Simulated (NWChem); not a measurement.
System: isocyanic acid (CHNO); SMILES N=C=O

Input file for NWChem:

```
start job
memory heap 200 mb stack 900 mb global 1100 mb
geometry units angstroms noautoz
  N      0.165458     1.178009     0.000000
  C     -0.013213    -0.027901     0.000000
  O     -0.029805    -1.202413     0.000000
  H     -0.566281     1.872091     0.000000
end
basis spherical
  * library def2-svpd
end
dft
  xc pbe0
  iterations 150
end
tddft
  cis
  nroots 6
end
task tddft energy
```

Coordinates come from a B3LYP/6-31G* (spherical d) optimisation.

Vertical excitations in the gas phase.

**Question.** What results follow from this input? (PBE0/def2-SVPD, TDA.) Quantities: lowest excitation, singlet (eV); oscillator strength of that lowest state; lowest triplet (eV); orbital gap (eV).

**Answer.** 
| Property | Result |
|---|---|
| lowest excitation, singlet (eV) | 6.54 |
| oscillator strength of that lowest state | 0.002 |
| lowest triplet (eV) | 6.07 |
| orbital gap (eV) | 8.84 |
